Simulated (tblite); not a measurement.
Compound: C6H10O2Si.
Atom-mapped SMILES: `[CH3:1]/[C:2]([CH2:3][O:4][CH:5]=[O:6])=[C:7]1\[CH2:8][SiH2:9]1` (hydrogens: H10, H11, H12 on C1; H13, H14 on C3; H15 on C5; H16, H17 on C8; H18, H19 on Si9)

Computed with GFN2-xTB (tblite), gas phase: L-BFGS steps from a force-field or distance-geometry start until the largest atomic force falls under 0.01 eV/Å.

At the end of the run (lengths in Å): C8–Si9 1.908, C7–Si9 1.853, C7–C8 1.503, Si9–H18 1.447, Si9–H19 1.454, C2–C3 1.509, O4–C5 1.314, C8–C7–Si9 68.4°, C2–C7–Si9 153.1°, C7–C8–Si9 64.5°, C7–Si9–C8 47.1°, C1–C2–C3–O4 -81°, C2–C3–O4–C5 -85°, C3–O4–C5–O6 -2°, H18–Si9–C7–C2 -71°, H16–C8–C7–C2 61°.

Task: These geometries were met on the way; a selection of coordinates is given. Order them by energy above the end point, lowest first.
A. C8–Si9 1.891, C7–Si9 1.854, C7–C8 1.493, Si9–H18 1.446, Si9–H19 1.452, C2–C3 1.509, O4–C5 1.315, C8–C7–Si9 67.8°, C2–C7–Si9 147.6°, C7–C8–Si9 65.2°, C7–Si9–C8 47.0°, C1–C2–C3–O4 -71°, C2–C3–O4–C5 -97°, C3–O4–C5–O6 -4°, H18–Si9–C7–C2 -102°, H16–C8–C7–C2 70°
B. C8–Si9 1.972, C7–Si9 1.908, C7–C8 1.518, Si9–H18 1.430, Si9–H19 1.435, C2–C3 1.500, O4–C5 1.312, C8–C7–Si9 69.2°, C2–C7–Si9 145.7°, C7–C8–Si9 64.7°, C7–Si9–C8 46.0°, C1–C2–C3–O4 -71°, C2–C3–O4–C5 -98°, C3–O4–C5–O6 -4°, H18–Si9–C7–C2 -106°, H16–C8–C7–C2 72°
C. C8–Si9 2.272, C7–Si9 1.724, C7–C8 1.415, Si9–H18 1.480, Si9–H19 1.483, C2–C3 1.504, O4–C5 1.343, C8–C7–Si9 92.2°, C2–C7–Si9 137.5°, C7–C8–Si9 49.3°, C7–Si9–C8 38.5°, C1–C2–C3–O4 -71°, C2–C3–O4–C5 -99°, C3–O4–C5–O6 -1°, H18–Si9–C7–C2 -116°, H16–C8–C7–C2 104°
D. C8–Si9 1.997, C7–Si9 1.770, C7–C8 1.463, Si9–H18 1.492, Si9–H19 1.487, C2–C3 1.541, O4–C5 1.326, C8–C7–Si9 75.6°, C2–C7–Si9 145.4°, C7–C8–Si9 59.2°, C7–Si9–C8 45.2°, C1–C2–C3–O4 -70°, C2–C3–O4–C5 -97°, C3–O4–C5–O6 -5°, H18–Si9–C7–C2 -111°, H16–C8–C7–C2 80°
E. C8–Si9 1.880, C7–Si9 1.846, C7–C8 1.487, Si9–H18 1.442, Si9–H19 1.448, C2–C3 1.510, O4–C5 1.315, C8–C7–Si9 67.7°, C2–C7–Si9 150.9°, C7–C8–Si9 65.3°, C7–Si9–C8 47.0°, C1–C2–C3–O4 -73°, C2–C3–O4–C5 -97°, C3–O4–C5–O6 -2°, H18–Si9–C7–C2 -92°, H16–C8–C7–C2 69°

Result: E (0.135 eV), A (0.238 eV), B (0.394 eV), D (0.705 eV), C (1.538 eV).

```
step  E above end (eV)  rms distance from the end, all atoms (Å)  largest force (eV/Å)  rms shift of all bonds from the end (Å)
  10             0.135                                     0.223                 0.660                                    0.010
   8             0.238                                     0.234                 0.588                                    0.005
   6             0.394                                     0.238                 2.198                                    0.022
   4             0.705                                     0.248                 3.433                                    0.035
   0             1.538                                     0.274                 6.012                                    0.092
```

Rows stand in the order of the answer.
